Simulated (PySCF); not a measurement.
**A PySCF run on InGe**

State: ⁴Σ⁻ (quartet), unpaired electrons σ ↑, π ↑↑.

An equivalent input (the run itself took its basis sets from the Basis Set Exchange, started from a PBE0 density and held the occupation σ 12α 11β, πx 6α 5β, πy 6α 5β, δx 2α 2β, δy 2α 2β):

```python
from pyscf import gto, dft
mol = gto.M(atom='In 0 0 0; Ge 0 0 2.674', basis={'In': 'def2-SVP', 'Ge': 'def2-SVP'}, ecp={'In': 'def2-SVP'},
            charge=0, spin=3, verbose=4, symmetry='C2v')
mf = dft.UKS(mol, xc='R2SCAN')
mf.grids.atom_grid = (80, 434)
mf.grids.prune = dft.gen_grid.treutler_prune
mf.irrep_nelec = {'A1': (14, 13), 'A2': (2, 2), 'B1': (6, 5), 'B2': (6, 5)}
mf.conv_tol = 1e-9
mf.max_cycle = 60
mf.diis_space = 10
mf.kernel()
```

The log (some set-up lines and the per-cycle HOMO/LUMO lines removed):

```
******** <class 'pyscf.dft.uks_symm.SymAdaptedUKS'> ********
method = SymAdaptedUKS
damping factor = 0
level_shift factor = 0
DIIS = <class 'pyscf.scf.diis.CDIIS'>
diis_start_cycle = 1
diis_space = 10
diis_damp = 0
SCF conv_tol = 1e-09
SCF conv_tol_grad = None
SCF max_cycles = 60
number electrons alpha = 28  beta = 25
Set gradient conv threshold to 3.16228e-05
init E= -2266.91061950592
cycle= 1 E= -2266.91157196964  delta_E= -0.000952  |g|= 0.0144  |ddm|= 0.106
cycle= 2 E= -2266.91146501863  delta_E= 0.000107  |g|= 0.0197  |ddm|= 0.0375
cycle= 3 E= -2266.91160820026  delta_E= -0.000143  |g|= 0.00459  |ddm|= 0.0317
cycle= 4 E= -2266.91163201919  delta_E= -2.38e-05  |g|= 0.000878  |ddm|= 0.0118
cycle= 5 E= -2266.91163315253  delta_E= -1.13e-06  |g|= 0.000242  |ddm|= 0.00283
cycle= 6 E= -2266.9116332579  delta_E= -1.05e-07  |g|= 5.58e-05  |ddm|= 0.000886
cycle= 7 E= -2266.91163326293  delta_E= -5.02e-09  |g|= 1.32e-05  |ddm|= 0.000224
cycle= 8 E= -2266.91163326313  delta_E= -2.05e-10  |g|= 4.52e-06  |ddm|= 3.46e-05
Extra cycle  E= -2266.9116332631  delta_E= 3.05e-11  |g|= 6.91e-06  |ddm|= 2.73e-05
converged SCF energy = -2266.9116332631  <S^2> = 3.7551483  2S+1 = 4.0025733
```

Repeating this along the bond gives Re = 2.658 Å and ωe = 182 cm⁻¹.

A point of this curve took 0.67 CPU seconds beside 0.22 for the integrals, on AMD EPYC 9R45 96-Core (shared host).

Spin–orbit coupling is left out. The state was picked by a PBE0 search and need not be the measured ground state.
